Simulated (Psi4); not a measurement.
Pair of molecules, SMILES C=C with SMILES O=CO, pulled apart as rigid monomers along the line of their centres of mass from the B3LYP-D3(BJ)/def2-TZVP minimum (SMILES order as in the coordinates).
Starting geometry (charge 0, multiplicity 1):
| atom | x (Å) | y (Å) | z (Å) |
|---|---|---|---|
| C | -0.5815 | -0.2437 | -0.0160 |
| C | 0.6177 | 0.3200 | 0.0712 |
| H | -0.8066 | -1.1666 | 0.5048 |
| H | -1.3733 | 0.1904 | -0.6147 |
| H | 0.8555 | 1.2381 | -0.4526 |
| H | 1.4055 | -0.1268 | 0.6657 |
| O | 0.3566 | -1.1833 | 3.2723 |
| C | -0.1378 | -0.2080 | 3.7670 |
| O | -0.5912 | 0.8593 | 3.1008 |
| H | -0.2836 | -0.0643 | 4.8460 |
| H | -0.4521 | 0.7110 | 2.1424 |

The numbers are results of Psi4 with SAPT0/jun-cc-pV(D+d)Z, not measurements.

```tsv
C1···H11 (Å)	electrostatics (kcal/mol)	exchange (kcal/mol)	induction (kcal/mol)	dispersion (kcal/mol)	total
2.16	-10.25	15.78	…	-3.96	-3.15
2.36	-6.73	8.15	-2.70	-2.62	-3.89
2.68	-3.88	2.95	-1.18	-1.44	-3.55
3.23	-1.80	…	-0.32	-0.57	-2.17
4.13	-0.66	0.03	-0.05	-0.15	-0.83
```

Q: Fill in the missing entries.

A: 
- 3.23, exchange (kcal/mol): 0.51
- 2.16, induction (kcal/mol): -4.72
